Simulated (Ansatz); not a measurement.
A nudged elastic band was laid between two geometries of H4OSi + H6Si2 (14 atoms, charge 0, multiplicity 1).

Theory: RKS LDA/def2-SVP in Ansatz.

```yaml
movable_images: 5
climbing_image: yes
spring: 5.0 eV/Å²
optimiser: quadratic models (default)
start_path: through a guess of the saddle point
force_threshold: 0.03 eV/Å
iteration_limit: 60
end_points: relaxed
```

First end point:

```xyz
14
Properties=species:S:1:pos:R:3
Si 0.247 0.061 0.063
Si 0.301 -0.005 2.394
H -1.004 -0.531 2.964
H 1.380 -0.918 2.914
H 0.508 1.367 2.981
H 1.680 0.048 -0.417
H -0.416 1.311 -0.438
H -0.429 -1.167 -0.491
O -2.542 0.172 0.954
Si -3.368 -0.928 0.004
H -2.724 -2.294 0.024
H -4.800 -1.081 0.454
H -3.334 -0.368 -1.387
H -2.319 -0.100 1.869
```

Last end point:

```xyz
14
Properties=species:S:1:pos:R:3
Si -0.238 0.199 -0.604
Si -0.290 -0.370 2.986
H -0.665 -1.103 4.246
H 1.005 -0.915 2.448
H -0.150 1.100 3.274
H 0.204 1.101 0.524
H 0.274 0.757 -1.902
H 0.336 -1.178 -0.375
O -1.890 0.132 -0.687
Si -3.203 -0.705 -0.118
H -2.800 -2.105 0.281
H -3.800 -0.002 1.074
H -4.225 -0.771 -1.219
H -1.378 -0.573 1.961
```

**Question.** What changes between the two ends?

**Answer.** Bonds broken: Si1–Si2, O9–H14. Bonds formed: Si1–O9, Si2–H14. H4OSi + H6Si2 becomes H4Si + H6OSi2.

**Question.** What energy profile does the band end with?

**Answer.** The run converged. The highest image is number 2 of 0 to 6, 114.3 kJ/mol above the first end and 173.2 kJ/mol above the last; the last end lies 58.9 kJ/mol below the first. Neighbouring images differ by up to 1.6 eV, so the band resolves the path poorly. A vibrational analysis at the climbing image gives one clearly imaginary mode, 457i cm⁻¹: a first-order saddle point. The orbitals stay closed-shell, which can raise the energy where a bond breaks towards radicals; this wasn't checked here.

```csv
image,path coordinate (Å),energy (kJ/mol),Si1–Si2 (Å),O9–H14 (Å),Si1–O9 (Å)
0,0.00,0.0,2.33,0.98,2.93
1,2.60,1.4,2.33,0.98,2.82
2,5.20,114.3,2.66,1.06,1.84
3,6.53,-44.2,3.39,2.02,1.67
4,7.86,-55.4,3.64,2.53,1.66
5,9.19,-56.9,3.63,2.71,1.65
6,10.53,-58.9,3.63,2.79,1.66
```

**Question.** What is the geometry of the highest image?

**Answer.** 
```xyz
14
Properties=species:S:1:pos:R:3
Si -0.224 -0.282 0.090
Si 0.132 -0.010 2.707
H -0.283 -0.841 3.911
H 1.611 -0.287 2.541
H 0.032 1.435 3.150
H 0.536 1.023 0.071
H -0.839 -0.295 -1.324
H 0.636 -1.513 0.095
O -1.958 -0.481 0.671
Si -3.409 -0.655 -0.273
H -3.302 -1.890 -1.112
H -4.478 -0.790 0.769
H -3.603 0.577 -1.102
H -1.671 -0.425 1.694
```

Run time: 2.6 min on 4 threads of Intel(R) Xeon(R) CPU @ 2.80GHz (Skylake/Cascade Lake), on a shared host, peak memory 0.18 GiB.
